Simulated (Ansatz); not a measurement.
Start from `C[NH][In]([CH3])[F]` and change one atom or group to get `[CH3][In]([F])[O][SiH3]`.

Ansatz, PBE0-D4/def2-TZVP geometries, multiplicity 1. Each molecule was computed in one conformer, which needn't be the lowest.

Elements past krypton have def2 core potentials.

| property | `C[NH][In]([CH3])[F]` |
| --- | --- |
| LUMO energy (PBE/def2-TZVPP) / eV | -1.61 |
| HOMO–LUMO gap (ωB97M-V/def2-TZVPP) / eV | 9.61 |
| size of the dipole moment (B3LYP/def2-TZVPP) / D | 3.54 |
| HOMO–LUMO gap (B3LYP/def2-TZVPP) / eV | 5.26 |
| size of the dipole moment (PBE/def2-TZVPP) / D | 3.41 |
| HOMO energy (B3LYP/def2-TZVPP) / eV | -6.32 |

(1) Give the same properties after the change, and the shifts. (Estimate.)

Answers

(1) Ansatz gave: 
| property | `[CH3][In]([F])[O][SiH3]` | shift |
| --- | --- | --- |
| LUMO energy (PBE/def2-TZVPP) / eV | -2.47 | -0.86 |
| HOMO–LUMO gap (ωB97M-V/def2-TZVPP) / eV | 10.84 | 1.23 |
| size of the dipole moment (B3LYP/def2-TZVPP) / D | 4.09 | 0.55 |
| HOMO–LUMO gap (B3LYP/def2-TZVPP) / eV | 6.23 | 0.97 |
| size of the dipole moment (PBE/def2-TZVPP) / D | 3.92 | 0.51 |
| HOMO energy (B3LYP/def2-TZVPP) / eV | -8.13 | -1.81 |

With PBE0 the HOMO falls by 1.82 eV and the LUMO falls by 0.83 eV, so the gap widens by about 0.99 eV. PBE moves the HOMO by -1.71 eV and ωB97M-V by -1.77 eV. Dipoles are sizes alone; their direction can turn.

B3LYP here is the variant with VWN-RPA as its local correlation; programs differ in this.
